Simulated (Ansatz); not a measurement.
Gas-phase reaction in SMILES: CCCO -> [CH2]CC + [OH] (HO) (the C-O bond at the site shown breaks; other sites are not compared here)
Geometries: B3LYP-D3(BJ)/def2-TZVP minima from Ansatz (a program for electronic structure), one conformer each, not searched for the lowest.

Quantity: bond dissociation energy (electronic energy difference), in kcal/mol. Correlated levels leave the core frozen unless marked. Open shells are spin-unrestricted. No spin-orbit coupling. No relativistic terms. CBS(X,Y): correlation extrapolated as X^-3; Hartree-Fock from the larger set. The bracket is a focal-point correction in the basis named.

```csv
level,program,bond dissociation energy (kcal/mol),minus last row
HF/cc-pVTZ,Ansatz,60.3,-40.7
SVWN5/def2-TZVPD,Ansatz,123.1,22.1
B3LYP-D4/def2-TZVPD,Ansatz + dftd4,94.8,-6.2
B2GP-PLYP-D3(BJ)/def2-TZVPD,Ansatz + dftd3,97.6,-3.4
RPA@PBE/cc-pVTZ,Ansatz,93.0,-8.0
CCSD/aug-cc-pVDZ,Ansatz,92.3,-8.7
"RI-MP2/CBS(cc-pVTZ,cc-pVQZ)+[CCSD(T)-MP2]/cc-pVTZ",Ansatz,101.0,0.0
```
